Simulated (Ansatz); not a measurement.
Saddle search on BSiH6ClO, closed shell by partitioned rational-function steps on PBE0-D4/def2-TZVP gradients (Ansatz 0.2.0), from this start:

B1  (-1.299, 0.296, -0.273)
Cl2  (-1.882, -1.804, -0.194)
H3  (-2.198, 0.847, 0.307)
H4  (-1.060, 0.518, -1.437)
H5  (-0.707, -1.262, 0.490)
O6  (-0.131, -0.063, 0.565)
Si7  (1.487, 0.296, 0.201)
H8  (2.301, -0.367, 1.253)
H9  (1.829, -0.235, -1.149)
H10  (1.659, 1.774, 0.238)
(Å)

| step | energy less the last (meV) | largest force (eV/Å) | curvature followed (eV/Å²) |
| --- | --- | --- | --- |
| 1 | 17.2 | 0.550 | -7.66 |
| 2 | 2.1 | 0.038 | -7.62 |
| 3 | 1.1 | 0.048 | -7.65 |
| 4 | 0.6 | 0.021 | -7.66 |
| 5 | 0.2 | 0.018 | -7.66 |
| 6 | 0.1 | 0.017 | -7.66 |
| 7 | 0.0 | 0.012 | -7.66 |
| 8 | 0.0 | 0.011 | -7.66 |
| 9 | 0.0 | 0.006 | -7.66 |

The search ended at:

```
10
angstrom
B -1.2883 0.3210 -0.2368
Cl -1.8131 -1.7934 -0.3040
H -2.2105 0.7983 0.3465
H -1.0309 0.6141 -1.3682
H -0.6775 -1.2406 0.4466
O -0.1324 -0.0534 0.6127
Si 1.4585 0.2719 0.2022
H 2.2913 -0.2940 1.2864
H 1.7809 -0.3649 -1.0977
H 1.6220 1.7409 0.1123
```
